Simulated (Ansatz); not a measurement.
`CC1=C[CH]1[SnH3]` + H₂ → `CC1=CC1` + `[SnH4]`  (hydrogenolysis of a C–Sn bond)

Isolated molecules relaxed with PBE0-D4/def2-TZVP in Ansatz; ΔE leaves out vibrations. CBS: MP2 limit from def2 TZ/QZ plus the TZ coupled-cluster correction, frozen cores. This one scheme is used for every species. Functionals use def2-TZVPP. def2 core potentials past Kr. For Sn outer-core shells are correlated without core-valence functions, which leaves a few kJ/mol of doubt a bond.

```
             level  ΔE (eV)
            PBE-D4    -0.43
           ωB97M-V    -0.51
               PBE    -0.51
            r2SCAN    -0.50
   CCSD/def2-TZVPP    -0.54
CCSD(T)/def2-TZVPP    -0.47
SCS-MP2/def2-QZVPP    -0.39
    CCSD/CBS(def2)    -0.46
```

(1) What does CCSD(T)/CBS give? (Best estimate.)

Largest T1 diagnostic among the species: 0.013.

Answers

(1) Computed: -0.39 eV. The listed levels differ from it by -0.04, -0.12, -0.12, -0.11, -0.15, -0.08, 0.00, -0.07 eV.

The D4 term adds +0.13 eV with B3LYP and +0.08 eV with PBE0; it sums over pairs of atoms, weighted by their polarisabilities, and B3LYP, whose exchange is more repulsive, gets the larger term. In def2-TZVPP, CCSD(T) changes the Hartree–Fock value by +0.35 eV (the triples alone add +0.07 eV) and MP2 by +0.46 eV.

B3LYP here is the variant with VWN-RPA as its local correlation; programs differ in this.
